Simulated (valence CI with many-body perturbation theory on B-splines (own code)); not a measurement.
## E1 transitions of Rb21+

Method: relativistic CI+MBPT: six valence electrons over a frozen Dirac-Fock core [Ne], radial functions for each j: 9 s, 9 p, 8 d, 6 f, 3 g, 1 h, with the one-electron correlation potential Σ1 (screened to all orders), the two-electron term Σ2, the three-electron term Σ3, Breit, model QED; selected single and double excitations, second order for the rest, scaled by the run's own slope (own B-spline code, finite nucleus).

No measured levels were compared; by estimate levels of excited configurations hold to 0.05 to 0.15 % of their energy, terms of the ground configuration to about 0.5 %. Among the levels kept, up to 1500 cm⁻¹ of a level comes from second order outside the variational space, and about a tenth of that is noise between levels of different J, which matters for small intervals.

Lines 1 to 50 of 85 in falling wavelength, among levels below 1038500 cm⁻¹, chosen from the strongest by gf and those to the six lowest levels. Wavelengths and rates use the calculated energies, so an error of 400 cm⁻¹ moves a line at 26.64 nm by 0.11 % and its rate by three times that or more. Electric multipoles are in the length gauge, E1 and E2 with the static RPA response of the core. Weak lines are less certain than strong ones. Lines between different terms over intervals too small for the method are left out, as are lines whose strength nearly cancels. The highest levels of a list are the least certain.

Names give the largest LS component (configuration and term), which can be under half, so a name can repeat, a term be missing and a line seem to break the LS rules; names also repeat where a configuration has a term twice. Letters in brackets count levels of one name in rising energy.

| λ vac (nm) | Upper | Lower | A (s⁻¹) | log gf | Branch % |
| --- | --- | --- | --- | --- | --- |
| 26.64 | 3s3p⁵ ³P°_1 | 3s²3p⁴ ¹S_0 | 1.47e+08 | -2.33 | 1.2 |
| 22.01 | 3s3p⁵ ³P°_2 | 3s²3p⁴ ¹D_2 | 8.00e+08 | -1.54 | 8.7 |
| 20.45 | 3s²3p³3d ⁵D°_1 | 3s²3p⁴ ¹S_0 | 1.79e+08 | -2.47 | 4.1 |
| 20.34 | 3s3p⁵ ³P°_2 | 3s²3p⁴ ³P_1 | 1.86e+09 | -1.24 | 20.4 |
| 20.08 | 3s3p⁵ ³P°_1 | 3s²3p⁴ ¹D_2 | 6.74e+08 | -1.91 | 5.5 |
| 20.00 | 3s3p⁵ ¹P°_1 | 3s²3p⁴ ¹S_0 | 7.83e+08 | -1.85 | 4.2 |
| 18.67 | 3s3p⁵ ³P°_1 | 3s²3p⁴ ³P_1 | 1.81e+09 | -1.55 | 14.8 |
| 17.76 | 3s²3p³3d ³D°_1 [a] | 3s²3p⁴ ¹S_0 | 6.45e+06 | -4.04 | 0.5 |
| 17.37 | 3s3p⁵ ³P°_1 | 3s²3p⁴ ³P_0 | 2.50e+09 | -1.47 | 20.5 |
| 17.16 | 3s3p⁵ ³P°_2 | 3s²3p⁴ ³P_2 | 6.48e+09 | -0.84 | 70.9 |
| 17.06 | 3s3p⁵ ³P°_0 | 3s²3p⁴ ³P_1 | 8.96e+09 | -1.41 | 100.0 |
| 16.62 | 3s²3p³3d ⁵D°_2 [a] | 3s²3p⁴ ¹D_2 | 1.37e+06 | -4.55 | 0.1 |
| 16.54 | 3s²3p³3d ⁵D°_3 | 3s²3p⁴ ¹D_2 | 7.32e+06 | -3.68 | 1.6 |
| 16.34 | 3s²3p³3d ⁵D°_1 | 3s²3p⁴ ¹D_2 | 1.02e+09 | -1.91 | 23.3 |
| 16.06 | 3s3p⁵ ¹P°_1 | 3s²3p⁴ ¹D_2 | 1.50e+10 | -0.76 | 79.9 |
| 15.96 | 3s3p⁵ ³P°_1 | 3s²3p⁴ ³P_2 | 7.08e+09 | -1.09 | 58.0 |
| 15.76 | 3s²3p³3d ³D°_1 [b] | 3s²3p⁴ ¹S_0 | 1.62e+08 | -2.74 | 1.1 |
| 15.64 | 3s²3p³3d ⁵D°_2 [a] | 3s²3p⁴ ³P_1 | 1.09e+07 | -3.70 | 1.1 |
| 15.61 | 3s²3p³3d ⁵D°_2 [b] | 3s²3p⁴ ¹D_2 | 2.31e+08 | -2.38 | 7.1 |
| 15.47 | 3s²3p³3d ⁵D°_0 | 3s²3p⁴ ³P_1 | 2.85e+09 | -1.99 | 100.0 |
| 15.40 | 3s²3p³3d ⁵D°_1 | 3s²3p⁴ ³P_1 | 8.19e+08 | -2.06 | 18.7 |
| 15.15 | 3s3p⁵ ¹P°_1 | 3s²3p⁴ ³P_1 | 2.21e+08 | -2.64 | 1.2 |
| 14.84 | 3s²3p³3d ³P°_1 [a] | 3s²3p⁴ ¹S_0 | 2.41e+08 | -2.62 | 0.7 |
| 14.75 | 3s²3p³3d ⁵D°_2 [b] | 3s²3p⁴ ³P_1 | 1.48e+08 | -2.62 | 4.6 |
| 14.70 | 3s²3p³3d ³D°_3 [a] | 3s²3p⁴ ¹D_2 | 1.23e+07 | -3.55 | 1.3 |
| 14.58 | 3s²3p³3d ³D°_1 [a] | 3s²3p⁴ ¹D_2 | 6.21e+07 | -3.23 | 4.6 |
| 14.52 | 3s²3p³3d ³F°_2 [a] | 3s²3p⁴ ¹D_2 | 1.70e+06 | -4.57 | 0.1 |
| 14.51 | 3s²3p³3d ⁵D°_1 | 3s²3p⁴ ³P_0 | 6.36e+08 | -2.22 | 14.5 |
| 14.28 | 3s3p⁵ ¹P°_1 | 3s²3p⁴ ³P_0 | 3.01e+07 | -3.56 | 0.2 |
| 14.26 | 3s²3p³3d ³F°_3 [a] | 3s²3p⁴ ¹D_2 | 7.03e+07 | -2.82 | 8.5 |
| 13.98 | 3s²3p³3d ³G°_3 | 3s²3p⁴ ¹D_2 | 1.89e+08 | -2.41 | 4.7 |
| 13.83 | 3s²3p³3d ³D°_1 [a] | 3s²3p⁴ ³P_1 | 3.50e+07 | -3.52 | 2.6 |
| 13.77 | 3s²3p³3d ³F°_2 [a] | 3s²3p⁴ ³P_1 | 6.68e+07 | -3.02 | 4.8 |
| 13.70 | 3s²3p³3d ⁵D°_2 [a] | 3s²3p⁴ ³P_2 | 9.84e+08 | -1.86 | 98.8 |
| 13.68 | 3s²3p³3d ¹S°_0 | 3s²3p⁴ ³P_1 | 3.98e+05 | -5.95 | 98.3 |
| 13.64 | 3s²3p³3d ⁵D°_3 | 3s²3p⁴ ³P_2 | 4.57e+08 | -2.05 | 98.4 |
| 13.51 | 3s²3p³3d ⁵D°_1 | 3s²3p⁴ ³P_2 | 1.72e+09 | -1.85 | 39.4 |
| 13.38 | 3s²3p³3d ³P°_1 [b] | 3s²3p⁴ ¹S_0 | 1.31e+08 | -2.98 | 0.1 |
| 13.32 | 3s3p⁵ ¹P°_1 | 3s²3p⁴ ³P_2 | 2.74e+09 | -1.66 | 14.6 |
| 13.21 | 3s²3p³3d ³D°_1 [b] | 3s²3p⁴ ¹D_2 | 3.38e+09 | -1.58 | 22.7 |
| 13.10 | 3s²3p³3d ³D°_1 [a] | 3s²3p⁴ ³P_0 | 1.15e+08 | -3.05 | 8.6 |
| 13.07 | 3s²3p³3d ³S°_1 | 3s²3p⁴ ¹S_0 | 8.70e+08 | -2.17 | 0.5 |
| 13.00 | 3s²3p³3d ⁵D°_2 [b] | 3s²3p⁴ ³P_2 | 2.86e+09 | -1.44 | 88.3 |
| 12.92 | 3s²3p³3d ¹D°_2 | 3s²3p⁴ ¹D_2 | 6.87e+08 | -2.07 | 8.4 |
| 12.59 | 3s²3p³3d ³D°_1 [b] | 3s²3p⁴ ³P_1 | 4.96e+07 | -3.45 | 0.3 |
| 12.55 | 3s²3p³3d ³P°_1 [a] | 3s²3p⁴ ¹D_2 | 5.85e+09 | -1.38 | 15.9 |
| 12.36 | 3s²3p³3d ³D°_3 [a] | 3s²3p⁴ ³P_2 | 9.44e+08 | -1.82 | 98.7 |
| 12.33 | 3s²3p³3d ¹D°_2 | 3s²3p⁴ ³P_1 | 1.03e+09 | -1.93 | 12.6 |
| 12.28 | 3s²3p³3d ³D°_1 [a] | 3s²3p⁴ ³P_2 | 1.12e+09 | -2.12 | 83.6 |
| 12.28 | 3s²3p³3d ³D°_2 | 3s²3p⁴ ¹D_2 | 1.71e+07 | -3.71 | 0.5 |
